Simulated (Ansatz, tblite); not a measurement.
Cost and result up the ladder for CoMe2 (C₂H₆Co) (9 atoms). Total charge 0; quartet. Geometry: PBE0-D4/def2-TZVP.

| atom | x (Å) | y (Å) | z (Å) |
| --- | --- | --- | --- |
| Co1 | 0.3761 | 0.0425 | -0.4531 |
| C2 | 0.5485 | 1.7118 | 0.6000 |
| H3 | -0.4046 | 2.2493 | 0.6479 |
| H4 | 1.2875 | 2.3914 | 0.1574 |
| H5 | 0.8696 | 1.5001 | 1.6256 |
| C6 | -0.5337 | -1.7092 | -0.6188 |
| H7 | -0.3565 | -2.3303 | 0.2661 |
| H8 | -0.1710 | -2.2691 | -1.4902 |
| H9 | -1.6159 | -1.5866 | -0.7349 |

Ansatz on 4 threads of Arm Neoverse V2 on a shared host; xTB runs through tblite on one thread. Times are rough, summed over both states, and most runs start from the orbitals of an earlier one. RPA@PBE/def2-TZVP serves as the yardstick here, not as an exact answer. The other state is a doublet at its own geometry.

The xTB rows come from tblite. LC-ωPBE has ω = 0.4 bohr⁻¹. B3LYP takes the VWN-RPA correlation. Correlated methods freeze 7 core orbitals; core or outer-core shells of Co are correlated, in sets that lack core-valence functions.

Run but left out: HF/STO-3G (quartet: ⟨S²⟩ 4.77, where a pure state has 3.75); HF/def2-TZVP, MP2/def2-TZVP, CCSD/def2-TZVP, CCSD(T)/def2-TZVP (flagged by the program: other amplitudes); PBE-QIDH/def2-TZVP (doublet: ⟨S²⟩ 1.34, where a pure state has 0.75).

Correlated methods converge slowly with the basis.

xTB has no spin-polarisation term.

```tsv
level	functions	doublet − quartet (eV)	difference from RPA@PBE/def2-TZVP (eV)	remarks
PBE0-D4/def2-TZVP (with forces)	143	0.54	0.28	–
r2SCAN-D4/def2-TZVP	143	0.18	-0.08	–
BHLYP-D4/def2-TZVP	143	1.26	1.00	spin-contaminated (⟨S²⟩ 0.94) (doublet)
PBE-D4/def2-TZVP	143	-0.18	-0.44	–
RPA@PBE/def2-TZVP	143	0.26	0.00	–
GFN2-xTB	23	-1.25	-1.51	–
LC-ωPBE/def2-TZVP	143	0.45	0.19	–
GFN1-xTB	29	-1.59	-1.86	–
LDA (SPW92)/def2-TZVP	143	-0.46	-0.73	–
B3LYP-D4/def2-TZVP	143	0.28	0.01	–
```

**Question.** Estimate how long each takes.

**Answer.** GFN2-xTB 0.004 s; GFN1-xTB 0.007 s; LDA (SPW92)/def2-TZVP 4.6 s; PBE-D4/def2-TZVP 9.7 s; RPA@PBE/def2-TZVP 11 s; B3LYP-D4/def2-TZVP 15 s; LC-ωPBE/def2-TZVP 15 s; PBE0-D4/def2-TZVP (with forces) 22 s; BHLYP-D4/def2-TZVP 24 s; r2SCAN-D4/def2-TZVP 27 s. On shared hardware such times vary by a factor of up to 3.
